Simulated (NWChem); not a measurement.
# C2H5ClGe; SMILES Cl/C=[CH]/[GeH3]

Results from NWChem. Geometry: optimised at PBE0/def2-SVP. Hybrids' shares of exact exchange are those that their runs print; pure functionals count as 0. The functionals differ in more than this share.

| row | share of exact exchange | highest occupied level (eV) |
|---|---|---|
| PBE/def2-SVP | 0.00 | -6.27 |
| revPBE/def2-SVP | 0.00 | -6.24 |
| B3LYP/def2-SVP | 0.20 | -7.18 |
| B3PW91/def2-SVP | 0.20 | -7.29 |
| B97-2/def2-SVP | 0.21 | -7.25 |
| BHandHLYP/def2-SVP | 0.50 | -8.46 |
| Hartree-Fock/def2-SVP | 1.00 | withheld |

**Question.** Fit a straight line of the last column on the one before it, predict the withheld value, and compare with the run.

**Answer.** 
1. Means of the 6 shown rows: x = 0.185, y = -7.115. Slope Σ(x − x̄)(y − ȳ)/Σ(x − x̄)² = -0.7489/0.1688 = -4.438; intercept -6.294.
2. The shown rows scatter about the line by 0.056 (root mean square); the largest residual is -0.11, at B3PW91/def2-SVP.
3. At x = 1.00 (Hartree-Fock/def2-SVP; beyond the shown range) the line gives -10.73.
4. The run gives -10.06, +0.67 from the line, 12.0 times the scatter.
